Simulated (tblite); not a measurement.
4-methylbenzoyl chloride, C8H7ClO.
Numbering: `[CH3:1][c:2]1[cH:3][cH:4][c:5]([C:6](=[O:7])[Cl:8])[cH:9][cH:10]1` (hydrogens: H11, H12, H13 on C1; H14 on C3; H15 on C4; H16 on C9; H17 on C10)

A start from a force field or distance geometry was refined with tblite 0.8.0, GFN2-xTB geometry optimisation, gas phase. Values at the start:

```json
{"coordinate": "C1–C2", "start": "1.488 Å"}
{"coordinate": "C1–H11", "start": "1.096 Å"}
{"coordinate": "C2–C3", "start": "1.407 Å"}
{"coordinate": "C3–C4", "start": "1.389 Å"}
{"coordinate": "C3–H14", "start": "1.089 Å"}
{"coordinate": "C4–C5", "start": "1.398 Å"}
{"coordinate": "C4–H15", "start": "1.096 Å"}
{"coordinate": "C5–C6", "start": "1.496 Å"}
{"coordinate": "C6=O7", "start": "1.234 Å"}
{"coordinate": "C6–Cl8", "start": "1.752 Å"}
{"coordinate": "C1–C2–C3", "start": "120.8°"}
{"coordinate": "C3–C4–C5", "start": "120.6°"}
{"coordinate": "C4–C5–C6", "start": "119.2°"}
{"coordinate": "C4–C5–C9", "start": "119.2°"}
{"coordinate": "C5–C6–O7", "start": "117.4°"}
{"coordinate": "C5–C6–Cl8", "start": "120.6°"}
{"coordinate": "C6–C5–C9", "start": "121.6°"}
{"coordinate": "O7–C6–Cl8", "start": "122.0°"}
```

Problem. How do these coordinates change at the GFN2-xTB level?

Solution. 
| coordinate | GFN2-xTB (Å or °) | change |
| --- | --- | --- |
| C6=O7 | 1.190 | -0.044 |
| C5–C6 | 1.459 | -0.037 |
| C6–Cl8 | 1.779 | +0.027 |
| C4–H15 | 1.079 | -0.017 |
| C2–C3 | 1.393 | -0.014 |
| C3–C4 | 1.378 | -0.011 |
| C3–H14 | 1.080 | -0.009 |
| C1–C2 | 1.495 | +0.007 |
| C1–H11 | 1.090 | -0.006 |
| C4–C5 | 1.400 | +0.002 |
| C5–C6–O7 | 127.3 | +9.9 |
| C5–C6–Cl8 | 114.4 | -6.2 |
| O7–C6–Cl8 | 118.3 | -3.7 |
| C6–C5–C9 | 124.1 | +2.5 |
| C4–C5–C6 | 116.9 | -2.3 |
| C3–C4–C5 | 120.3 | -0.3 |
| C1–C2–C3 | 120.5 | -0.3 |
| C4–C5–C9 | 119.1 | -0.1 |

The energy falls by 23.3 kJ/mol over 25 L-BFGS steps, the largest force on an atom goes from 3.27 to 0.009 eV/Å, and the atoms move by 0.049 Å rms after alignment. The bond that changes most is C6=O7 (acyl halide carbon to carbonyl oxygen), which shortens by 0.044 Å. Bonds longer at the end by more than 0.005 Å: 3 of 17; shorter: 11. Rotational constants go from 3038, 614.5, 512.8 to 3046, 634.5, 526.8 MHz.

GFN2-xTB frequencies show an imaginary mode (35i cm⁻¹), so the point is no minimum at that level.

The values belong to the conformer `[CH3:1][c:2]1[cH:3][cH:4][c:5]([C:6](=[O:7])[Cl:8])[cH:9][cH:10]1`: C4–C5–C6–O7 0°.

All values are computed, not measured.
